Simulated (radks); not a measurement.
Values are calculated unless marked as measured or tabulated.
Species: Ca IX. Configuration: [Ne] 3s2.

Level of theory: scalar-relativistic Kohn-Sham, PBE, spin-polarised, spherical densities, point nucleus (a radial shooting solver on a logarithmic mesh with Libxc functionals).

Energy parts (Ry):
| part | energy |
|---|---|
| total | -1316.32181 |
| kinetic | 1326.00727 |
| electron-nucleus | -2977.22791 |
| Hartree | 397.81485 |
| exchange-correlation | -62.91602 |

Orbitals (lengths in bohr, moments of r in powers of bohr; r(max) is where P^2 peaks):
orbital  occ.  eigenvalue (Ry)   r(max)      <r^4>   <1/r>      <r>
1s          2        -303.0215  0.05028  0.0001622   19.75  0.07681
2s          2        -42.38305   0.2986    0.04170   4.082   0.3611
2p          6        -36.63108   0.2449    0.03420   3.989   0.3236
3s          2        -13.13539   0.9150      1.917   1.422   0.9990
3p          0        -11.56501   0.9254      2.207   1.347    1.020
4s          0         -6.19687    1.972      27.82  0.7134    1.997

The highest occupied level is 3s at -178.72 eV. For comparison, the ionisation energy in NIST's Atomic Spectra Database is 188.5 eV (semi-empirical). In exact Kohn-Sham theory the highest level is minus the ionisation energy, but local and semilocal functionals leave it too shallow, through self-interaction and a potential that decays too fast; potentials with the right tail come closer. Summed over all electrons, <r^2> = 3.367 bohr^2, which gives a Langevin (diamagnetic) susceptibility term of -2.67 x 10^-6 cm^3/mol. The density falls to 0.001 e/bohr^3 at r = 2.09 bohr.
